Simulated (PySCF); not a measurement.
Solvent effects on NMR parameters

Mapped SMILES: `[CH3:1][C:2](=[S:3])[SiH2:4][F:5]`; H(Xn) means a hydrogen on atom n.

GIAO PBE0/pcSseg-1 in PySCF 2.14.0 with density-fitted response routines on one PBE0-D3(BJ)/def2-SVP conformer, non-relativistic, equivalent nuclei averaged. Solvents enter as an IEF-PCM continuum (water with ε = 78.4) around the gas-phase geometry. Shifts are referred to TMS, CS2, CFCl3 computed in the same medium.

Gas phase, δ in ppm: C2 327.9, C1 51.0, S3 1272.7, Si4 -43.8, F5 -188.4, H(Si4) 4.72, H(C1) 3.71. Dipole moment 0.95 D.

**Question.** How does each δ change in the continuum?

**Answer.** 
| atoms | environment | Δδ, water |
| --- | --- | --- |
| C2 | thiocarbonyl carbon | +5.4 |
| C1 | methyl carbon | +2.8 |
| S3 | thione sulfur | -144.6 |
| Si4 | silicon bonded to C, F, 2 H | +3.7 |
| F5 | fluorine bonded to Si | -1.6 |
| H(Si4) | hydrogen on a silicon bonded to C, F | +0.05 |
| H(C1) | hydrogen on a methyl carbon | +0.19 |

Changes are relative to the gas phase. The dipole moment becomes 1.47 D in water.

**Question.** Which of the listed nuclei move most (in ppm), and what does the model miss?

**Answer.** S3 (thione sulfur, -144.6 ppm) in water. A continuum only polarises the solute; specific hydrogen bonds, the anisotropy of aromatic solvents and changes of geometry or conformer are outside it.
